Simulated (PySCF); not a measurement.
These 2 structures share the formula C2H11AlO2Si. Method: PySCF 2.14.0, PBE0-D3(BJ)/def2-SVP geometry optimisation, gas phase. Energies are electronic, without zero-point or thermal terms, for one conformer each. No frequencies were run at this level. Point groups hold within 0.08 Å.

Question: Rank from lowest to highest electronic energy at this level (kJ/mol).
A. `[CH3:1][O+:2]([AlH3-:3])[CH2:4][O:5][SiH3:6]` with C1–O2–C4–O5 66°, O2–C4–O5–Si6 81°
B. `[CH3:1][O+:2]([CH3:3])[AlH2-:4][O:5][SiH3:6]` with C1–O2–Al4–O5 -39°, O2–Al4–O5–Si6 -165°

Answer: B (0.0), A (197.9).

```tsv
SMILES	E (Eh)	E rel (kJ/mol)	dipole (D)	point group	A, B, C (MHz)
C[O+](C)[AlH2-][O][SiH3]	-764.44348	0.0	5.33	C1	4539, 1046, 901.8
C[O+]([AlH3-])CO[SiH3]	-764.36809	197.9	4.06	C1	3009, 1373, 1103
```

Question: How do the relative energies change in single points at CAM-B3LYP/pcSseg-1 (no added dispersion term) on the same geometries?

Answer: 
```
                  SMILES  PBE0-D3(BJ)/def2-SVP (kJ/mol)  CAM-B3LYP/pcSseg-1 (kJ/mol)  shift
C[O+](C)[AlH2-][O][SiH3]                            0.0                          0.0    0.0
  C[O+]([AlH3-])CO[SiH3]                          197.9                        215.3  +17.4
```

Each column counts from its own lowest isomer. The order is unchanged; the largest shift is 17.4 kJ/mol.
